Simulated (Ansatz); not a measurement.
`CSSC` + `[SiH3]N[AsH2]` → `C[AsH]N[SiH3]` + `CSS`  (substitution at a C–S bond)

Program: Ansatz. Geometries: PBE0-D4/def2-TZVP. ΔE: electronic, gas phase. CBS: MP2 limit from def2 TZ/QZ plus the TZ coupled-cluster correction, frozen cores. Functionals use def2-TZVPP. B3LYP here is the variant with VWN-RPA as its local correlation; programs differ in this. For As outer-core shells are correlated without core-valence functions, which leaves a few kJ/mol of doubt a bond. Scalar relativity is left out up to krypton. One conformer a species, not always the lowest.

```json
{"level": "PBE0-D4", "ΔE (kcal/mol)": "-4.3", "difference from CCSD(T)/CBS": "0.8"}
{"level": "B3LYP-D4", "ΔE (kcal/mol)": "-4.4", "difference from CCSD(T)/CBS": "0.7"}
{"level": "CAM-B3LYP-D4", "ΔE (kcal/mol)": "-4.4", "difference from CCSD(T)/CBS": "0.7"}
{"level": "revPBE", "ΔE (kcal/mol)": "-3.9", "difference from CCSD(T)/CBS": "1.2"}
{"level": "BLYP", "ΔE (kcal/mol)": "-3.9", "difference from CCSD(T)/CBS": "1.2"}
{"level": "PBE0", "ΔE (kcal/mol)": "-4.2", "difference from CCSD(T)/CBS": "0.9"}
{"level": "r2SCAN0", "ΔE (kcal/mol)": "-4.5", "difference from CCSD(T)/CBS": "0.6"}
{"level": "CCSD/def2-SVP", "ΔE (kcal/mol)": "-4.2", "difference from CCSD(T)/CBS": "0.9"}
{"level": "HF/def2-TZVPP", "ΔE (kcal/mol)": "-4.4", "difference from CCSD(T)/CBS": "0.7"}
{"level": "MP2/CBS(def2)", "ΔE (kcal/mol)": "-5.1", "difference from CCSD(T)/CBS": "0.0"}
{"level": "CCSD(T)/CBS", "ΔE (kcal/mol)": "-5.1", "difference from CCSD(T)/CBS": "0"}
```

Largest T1 diagnostic among the species: 0.011.

At CCSD(T), def2-SVP lies +1.1 kcal/mol from the extrapolated value and def2-TZVPP −0.8 kcal/mol. Leaving LDA and LC-ωPBE aside and taking each functional with its dispersion term where it has one, the values, not all of them listed here, spread over 0.9 kcal/mol, from PBE-QIDH to revPBE-D4. In def2-TZVPP, CCSD(T) changes the Hartree–Fock value by −1.5 kcal/mol (the triples alone add +0.1 kcal/mol) and MP2 by −1.5 kcal/mol.
